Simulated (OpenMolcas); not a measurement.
An OpenMolcas run meant for Be+ (ANO-R2, X2C; inactive shells 1s; intended active space 1 electron in 4 orbitals (2s 2p)). One step of its input:

```
&CASPT2
Multistate=1 1
Frozen=20 20
IPEA=0.25
Imaginary=0.1
MaxIter=60
WThr=0.0 0.3 0.05
PrWF=0.5
NoMix
```

Lines from the output:

```
|       MOLCAS_SOURCE = <dir>
  |    MOLCAS_STRUCTURE = 0
  |
   ------------------------------------------------------------------------------------------
++ ---------   Input file   ---------
>>> COPY JOB001 $Project.JobIph
&CASPT2
Multistate=1 1
Frozen=20 20
IPEA=0.25
Imaginary=0.1
MaxIter=60
WThr=0.0 0.3 0.05
PrWF=0.5
NoMix
-- ----------------------------------
>>> COPY JOB001 a.JobIph
*** symbolic link created: INPORB -> a.RasOrb
--- Start Module: caspt2 at  ---
()()()()()()()()()()()()()()()()()()()()()()()()()()()()()()()()()()()()()()()()()()()()()()()()()()
                                              &CASPT2
                                   only a single process is used
                       available to each process: 2.3 GB of memory, 1 thread
()()()()()()()()()()()()()()()()()()()()()()()()()()()()()()()()()()()()()()()()()()()()()()()()()()
 ###    WARNING: User changed nr of frozen orbitals.                         ###
 ###    ERROR: Too many frozen orbitals!                                     ###
--- Stop Module: caspt2 at  /rc=_RC_INPUT_ERROR_ ---
.####################.
.# User input error #.
.####################.
```

Task: What is wrong with the input?

Result: More orbitals are frozen than there are inactive ones.
